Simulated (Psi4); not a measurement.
Input for Psi4: SAPT0/jun-cc-pV(D+d)Z on H4N2OSi (a complex), monomers drawn apart or pushed together.

```
memory 1800 MB

molecule dimer {
0 1
N     0.15313107   -0.64639390   -1.14563864
N     0.36035999   -0.46325078   -0.09117521
--
0 1
O     0.75711609    0.37899420    4.77606502
Si   -0.63684907    0.49283525    5.65048038
H     0.68988521    0.21395964    3.83155383
H    -1.49700956    1.60500028    5.17275493
H    -0.22720501    0.74438423    7.04630225
H    -1.43415235   -0.75788967    5.58038369
units angstrom
symmetry c1
no_reorient
no_com
}

set {
  basis jun-cc-pV(D+d)Z
  scf_type df
  freeze_core true
}

energy('sapt0')
```

The log:

```
[...]
==> Input File <==

--------------------------------------------------------------------------
memory 1800 MB

molecule dimer {
0 1
N     0.15313107   -0.64639390   -1.14563864
N     0.36035999   -0.46325078   -0.09117521
--
0 1
O     0.75711609    0.37899420    4.77606502
Si   -0.63684907    0.49283525    5.65048038
H     0.68988521    0.21395964    3.83155383
H    -1.49700956    1.60500028    5.17275493
H    -0.22720501    0.74438423    7.04630225
H    -1.43415235   -0.75788967    5.58038369
units angstrom
symmetry c1
no_reorient
no_com
}

set {
  basis jun-cc-pV(D+d)Z
  scf_type df
  freeze_core true
}

energy('sapt0')
--------------------------------------------------------------------------


   => Loading Basis Set <=

    Name: JUN-CC-PV(D+D)Z
    Role: ORBITAL
    Keyword: BASIS
    atoms 1-2 entry N          line   222 file jun-cc-pv_dpd_z.gbs
    atoms 3   entry O          line   256 file jun-cc-pv_dpd_z.gbs
    atoms 4   entry SI         line   566 file jun-cc-pv_dpd_z.gbs
    atoms 5-8 entry H          line    60 file jun-cc-pv_dpd_z.gbs

   => Loading Basis Set <=

    Name: JUN-CC-PV(D+D)Z
    Role: ORBITAL
    Keyword: BASIS
    atoms 1-2 entry N          line   222 file jun-cc-pv_dpd_z.gbs
    atoms 3   entry O          line   256 file jun-cc-pv_dpd_z.gbs
    atoms 4   entry SI         line   566 file jun-cc-pv_dpd_z.gbs
    atoms 5-8 entry H          line    60 file jun-cc-pv_dpd_z.gbs


  //>>>>>>>>>>>>>>>>>>>>>>>>>>>>>>>>>>>//
  //              Dimer HF             //
  //<<<<<<<<<<<<<<<<<<<<<<<<<<<<<<<<<<<//

   => Libint2 <=

    Primary   basis highest AM E, G, H:  7, 6, 3
    Auxiliary basis highest AM E, G, H:  7, 7, 4
    Onebody   basis highest AM E, G, H:  -, -, -
    Solid Harmonics ordering:            Gaussian


   => Loading Basis Set <=

    Name: JUN-CC-PV(D+D)Z
    Role: ORBITAL
    Keyword: BASIS
    atoms 1-2 entry N          line   222 file jun-cc-pv_dpd_z.gbs
    atoms 3   entry O          line   256 file jun-cc-pv_dpd_z.gbs
    atoms 4   entry SI         line   566 file jun-cc-pv_dpd_z.gbs
    atoms 5-8 entry H          line    60 file jun-cc-pv_dpd_z.gbs


         ---------------------------------------------------------
                                   SCF
               by Justin Turney, Rob Parrish, Andy Simmonett
                          and Daniel G. A. Smith
                              RHF Reference
                        1 Threads,   1716 MiB Core
         ---------------------------------------------------------

  ==> Geometry <==

    Molecular point group: c1
    Full point group: C1

    Geometry (in Angstrom), charge = 0, multiplicity = 1:

       Center              X                  Y                   Z               Mass
    ------------   -----------------  -----------------  -----------------  -----------------
         N            0.153131070000    -0.646393900000    -1.145638640000    14.003074004430
         N            0.360359990000    -0.463250780000    -0.091175210000    14.003074004430
         O            0.757116090000     0.378994200000     4.776065020000    15.994914619570
         SI          -0.636849070000     0.492835250000     5.650480380000    27.976926534650
         H            0.689885210000     0.213959640000     3.831553830000     1.007825032230
         H           -1.497009560000     1.605000280000     5.172754930000     1.007825032230
         H           -0.227205010000     0.744384230000     7.046302250000     1.007825032230
         H           -1.434152350000    -0.757889670000     5.580383690000     1.007825032230

  Running in c1 symmetry.

  Rotational constants: A =      0.48497  B =      0.01184  C =      0.01171 [cm^-1]
  Rotational constants: A =  14539.09499  B =    355.06130  C =    350.96829 [MHz]
  Nuclear repulsion =  120.587598702177601

  Charge       = 0
  Multiplicity = 1
  Electrons    = 40
  Nalpha       = 20
  Nbeta        = 20

  ==> Algorithm <==

  SCF Algorithm Type is DF.
  DIIS enabled.
  MOM disabled.
  Fractional occupation disabled.
  Guess Type is SAD.
  Energy threshold   = 1.00e-08
  Density threshold  = 1.00e-08
  Integral threshold = 1.00e-12

  ==> Primary Basis <==

  Basis Set: JUN-CC-PV(D+D)Z
    Blend: JUN-CC-PV(D+D)Z
    Number of shells: 47
    Number of basis functions: 101
    Number of Cartesian functions: 106
    Spherical Harmonics?: true
    Max angular momentum: 2

   => Loading Basis Set <=

    Name: (JUN-CC-PV(D+D)Z AUX)
    Role: JKFIT
    Keyword: DF_BASIS_SCF
    atoms 1-2 entry N          line   202 file jun-cc-pvdz-jkfit.gbs
    atoms 3   entry O          line   258 file jun-cc-pvdz-jkfit.gbs
    atoms 4   entry SI         line   506 file jun-cc-pvdz-jkfit.gbs
    atoms 5-8 entry H          line    70 file jun-cc-pvdz-jkfit.gbs

  ==> Integral Setup <==

  DFHelper Memory: AOs need 0.032 GiB; user supplied 1.257 GiB.
  SCF_SUBTYPE=INCORE selected. In-core MEM_DF algorithm will be used.
  Using in-core AOs.

  ==> MemDFJK: Density-Fitted J/K Matrice
[...]
496    99A      7.367244   100A     24.966913
     101A     25.560800

    Final Occupation by Irrep:
              A
    DOCC [    13 ]
    NA   [    13 ]
    NB   [    13 ]

  @DF-RHF Final Energy:  -366.16852978345997

   => Energetics <=

    Nuclear Repulsion Energy =             64.7287920719022907
    One-Electron Energy =                -635.5768963175121371
    Two-Electron Energy =                 204.6795744621498727
    Total Energy =                       -366.1685297834600306

Computation Completed


Properties will be evaluated at   0.000000,   0.000000,   0.000000 [a0]

Properties computed using the SCF density matrix


 Multipole Moments:

 ------------------------------------------------------------------------------------
     Multipole            Electronic (a.u.)      Nuclear  (a.u.)        Total (a.u.)
 ------------------------------------------------------------------------------------

 L = 1.  Multiply by 2.5417464519 to convert [e a0] to [Debye]
 Dipole X            :          9.6998655          -10.0674025           -0.3675370
 Dipole Y            :        -22.2715367           22.1799075           -0.0916292
 Dipole Z            :       -263.0441927          262.5703401           -0.4738526
 Magnitude           :                                                    0.6066429

 ------------------------------------------------------------------------------------

  Constructing Basis Sets for SAPT...

   => Loading Basis Set <=

    Name: (JUN-CC-PV(D+D)Z AUX)
    Role: RIFIT
    Keyword: DF_BASIS_SAPT
    atoms 1-2 entry N          line   144 file jun-cc-pvdz-ri.gbs
    atoms 3   entry O          line   188 file jun-cc-pvdz-ri.gbs
    atoms 4   entry SI         line   376 file jun-cc-pvdz-ri.gbs
    atoms 5-8 entry H          line    30 file jun-cc-pvdz-ri.gbs

   => Loading Basis Set <=

    Name: (JUN-CC-PV(D+D)Z AUX)
    Role: JKFIT
    Keyword: DF_BASIS_ELST
    atoms 1-2 entry N          line   202 file jun-cc-pvdz-jkfit.gbs
    atoms 3   entry O          line   258 file jun-cc-pvdz-jkfit.gbs
    atoms 4   entry SI         line   506 file jun-cc-pvdz-jkfit.gbs
    atoms 5-8 entry H          line    70 file jun-cc-pvdz-jkfit.gbs


  //>>>>>>>>>>>>>>>>>>>>>>>>>>>>>>>>>>>//
  //               SAPT0               //
  //<<<<<<<<<<<<<<<<<<<<<<<<<<<<<<<<<<<//



        SAPT0
    Ed Hohenstein
     6 June 2009

      Orbital Information
  --------------------------
    NSO        =       101
    NMO        =       101
    NRI        =       336
    NRI (Elst) =       450
    NOCC A     =         7
    NOCC B     =        13
    FOCC A     =         2
    FOCC B     =         6
    NVIR A     =        94
    NVIR B     =        88

    Elst10,r            =    -0.000317638266 [Eh]
    Exch10              =     0.000003822686 [Eh]
    Exch10 (S^2)        =     0.000003822665 [Eh]

    Maxiter = 50
    CPHF R converge = 1.000000E-08

    Iter     Energy [mEh]          dE [mEh]         Residual      Time [s]
       1      -0.02547884       0.025478839     2.758328e-03             0
       2      -0.02194603      -0.003532812     4.891339e-04             0
       3      -0.02542324       0.003477210     7.694491e-05             0
       4      -0.02537666      -0.000046575     2.240614e-05             0
       5      -0.02534995      -0.000026710     6.449017e-06             0
       6      -0.02535882       0.000008871     1.816132e-06             0
       7      -0.02535885       0.000000032     6.910031e-07             0
       8      -0.02535832      -0.000000531     1.787251e-07             0
       9      -0.02535848       0.000000159     8.544103e-08             0
      10      -0.02535845      -0.000000036     2.485203e-08             0
      11      -0.02535845      -0.000000000     2.784189e-09             0

    CHF Iterations converged

    Maxiter = 50
    CPHF R converge = 1.000000E-08

    Iter     Energy [mEh]          dE [mEh]         Residual      Time [s]
       1      -0.00086216       0.000862165     1.780794e-04             0
       2      -0.00104562       0.000183457     7.444753e-05             0
       3      -0.00107152       0.000025897     2.135404e-05             0
       4      -0.00107085      -0.000000666     6.013518e-06             0
       5      -0.00106816      -0.000002696     9.332024e-07             0
       6      -0.00106854       0.000000387     2.294258e-07             0
       7      -0.00106854      -0.000000003     5.310831e-08             0
       8      -0.00106853      -0.000000014     9.641073e-09             0

    CHF Iterations converged

    Ind20,r (A<-B)      =    -0.000025358445 [Eh]
    Ind20,r (B<-A)      =    -0.000001068527 [Eh]
    Ind20,r             =    -0.000026426972 [Eh]
    Exch-Ind20,r (A<-B) =     0.000000158525 [Eh]
    Exch-Ind20,r (B<-A) =     0.000000208212 [Eh]
    Exch-Ind20,r        =     0.000000366738 [Eh]
    Disp20              =    -0.000116592742 [Eh]
    Disp20 (SS)         =    -0.000058296371 [Eh]
    Disp20 (OS)         =    -0.000058296371 [Eh]
    Exch-Disp20         =     0.000000271210 [Eh]
    Exch-Disp20 (SS)    =     0.000000172370 [Eh]
    Exch-Disp20 (OS)    =     0.000000098840 [Eh]

    SAPT Results
  --------------------------------------------------------------------------------------------------------
    Electrostatics                 -0.31763827 [mEh]      -0.19932102 [kcal/mol]      -0.83395915 [kJ/mol]
      Elst10,r                     -0.31763827 [mEh]      -0.19932102 [kcal/mol]      -0.83395915 [kJ/mol]

    Exchange                        0.00382269 [mEh]       0.00239877 [kcal/mol]       0.01003646 [kJ/mol]
      Exch10                        0.00382269 [mEh]       0.00239877 [kcal/mol]       0.01003646 [kJ/mol]
      Exch10(S^2)                   0.00382266 [mEh]       0.00239876 [kcal/mol]       0.01003640 [kJ/mol]

    Induction                      -0.02668713 [mEh]      -0.01674643 [kcal/mol]      -0.07006705 [kJ/mol]
      Ind20,r                      -0.02642697 [mEh]      -0.01658318 [kcal/mol]      -0.06938401 [kJ/mol]
      Exch-Ind20,r                  0.00036674 [mEh]       0.00023013 [kcal/mol]       0.00096287 [kJ/mol]
      delta HF,r (2)               -0.00062689 [mEh]      -0.00039338 [kcal/mol]      -0.00164591 [kJ/mol]

    Dispersion                     -0.11632153 [mEh]      -0.07299286 [kcal/mol]      -0.30540214 [kJ/mol]
      Disp20                       -0.11659274 [mEh]      -0.07316305 [kcal/mol]      -0.30611420 [kJ/mol]
      Exch-Disp20                   0.00027121 [mEh]       0.00017019 [kcal/mol]       0.00071206 [kJ/mol]
      Disp20 (SS)                  -0.05829637 [mEh]      -0.03658153 [kcal/mol]      -0.15305710 [kJ/mol]
      Disp20 (OS)                  -0.05829637 [mEh]      -0.03658153 [kcal/mol]      -0.15305710 [kJ/mol]
      Exch-Disp20 (SS)              0.00017237 [mEh]       0.00010816 [kcal/mol]       0.00045256 [kJ/mol]
      Exch-Disp20 (OS)              0.00009884 [mEh]       0.00006202 [kcal/mol]       0.00025950 [kJ/mol]

  Total HF                         -0.34050271 [mEh]      -0.21366868 [kcal/mol]      -0.89398974 [kJ/mol]
  Total SAPT0                      -0.45682424 [mEh]      -0.28666154 [kcal/mol]      -1.19939188 [kJ/mol]

  Special recipe for scaled SAPT0 (see Manual):
    Electrostatics sSAPT0          -0.31763827 [mEh]      -0.19932102 [kcal/mol]      -0.83395915 [kJ/mol]
    Exchange sSAPT0                 0.00382269 [mEh]       0.00239877 [kcal/mol]       0.01003646 [kJ/mol]
    Induction sSAPT0               -0.02668713 [mEh]      -0.01674643 [kcal/mol]      -0.07006705 [kJ/mol]
    Dispersion sSAPT0              -0.11632153 [mEh]      -0.07299286 [kcal/mol]      -0.30540214 [kJ/mol]
  Total sSAPT0                     -0.45682424 [mEh]      -0.28666154 [kcal/mol]      -1.19939188 [kJ/mol]
  --------------------------------------------------------------------------------------------------------



*** Psi4 exiting successfully. Buy a developer a beer!
```

The run finished.

Cost: roughly 5 core-seconds.
